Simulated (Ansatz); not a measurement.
Ansatz (a first-principles code) input (CCSD(T)/6-31G):

Ansatz 0.2 input:
```yaml
crystal:
  periodic: [false, false, false]
  atoms:
    - {symbol: Si, position_ang: [-0.08703292, 0.22992068, -0.27979682]}
    - {symbol: Cl, position_ang: [0.50250471, -1.08371364, 1.22862137]}
    - {symbol: N, position_ang: [1.08701815, -0.05866751, -1.53643752]}
    - {symbol: N, position_ang: [-0.06119757, 1.76187296, 0.45219559]}
    - {symbol: N, position_ang: [-1.64250422, 0.01058888, -0.92627322]}
    - {symbol: H, position_ang: [0.99687209, -0.96624653, -1.99914030]}
    - {symbol: H, position_ang: [-0.26031452, 2.58657460, -0.09217137]}
    - {symbol: H, position_ang: [0.58010804, 1.95285256, 1.20455277]}
    - {symbol: H, position_ang: [-1.87009344, -0.74075036, -1.55593451]}
    - {symbol: H, position_ang: [-2.45390591, 0.37525185, -0.45310823]}
basis:
  gaussian:
    orbitals: 6-31G
magnetization: {spin_polarized: true, initial_magnetization: 1}
correlation: {method: ccsd_t, electrons: outside_noble_gas}
```

End of the output:

```
integrals: 0.07 GiB planned
836 factors; integrals over basis functions are off by at most 2.4e-4 eV
0.60 GiB of device memory are held for the factors and their scratch space
mean field: 0.28 GiB planned
mean field evaluation 1: about -24883.5906 eV, gradient 2.8e1 eV
mean field evaluation 2: about -24883.5941 eV, gradient 2.8e1 eV
mean field evaluation 4: about -24887.4068 eV, gradient 2.3e0 eV
mean field evaluation 8: about -24887.4747 eV, gradient 2.2e-1 eV
mean field evaluation 16: about -24887.4004 eV, gradient 2.3e0 eV
mean field evaluation 32: about -24886.1460 eV, gradient 3.4e0 eV
mean field evaluation 64: about -24886.5044 eV, gradient 4.4e-1 eV
mean field -24887.48026392 eV, -914.5980303591 hartree, gradient 6.0e-6 eV, S^2 0.756957; 4 other end points of the search recorded, 0 dependent functions left out
determinant -24887.48026392 eV, -914.5980303591 hartree, with singles and doubles -24898.97896654 eV, -915.0205998861 hartree
determinant -24886.46245142 eV, -914.5606264396 hartree, with singles and doubles -24897.94854710 eV, -914.9827326702 hartree
13 core orbitals not correlated
reference -24887.48026392 eV, -914.5980303591 hartree; 16, 15 occupied and 34, 35 virtual orbitals, 836 factors
second order -10.52255517 eV of doubles, -0.00000000 eV of singles
coupled cluster: 0.40 GiB planned
cycle   1  -11.49872058 eV  change   -1.8e-5 eV  update   1.5e-3
cycle   2  -11.49892351 eV  change   -2.0e-4 eV  update   1.2e-3
cycle   3  -11.49864980 eV  change    2.7e-4 eV  update   6.6e-4
cycle   4  -11.49903344 eV  change   -3.8e-4 eV  update   5.0e-4
cycle   5  -11.49964812 eV  change   -6.1e-4 eV  update   3.9e-4
cycle   6  -11.49980445 eV  change   -1.6e-4 eV  update   3.1e-4
cycle   7  -11.49923628 eV  change    5.7e-4 eV  update   1.8e-4
cycle   8  -11.49918097 eV  change    5.5e-5 eV  update   8.1e-5
cycle   9  -11.49932729 eV  change   -1.5e-4 eV  update   4.2e-5
cycle  10  -11.49935997 eV  change   -3.3e-5 eV  update   1.5e-5
perturbative correction -0.22312431 eV, -0.0081996672 hartree
Total energy: -24899.20274820 eV, -915.0288237107 hartree
```

It need not be the lowest isomer of its formula.
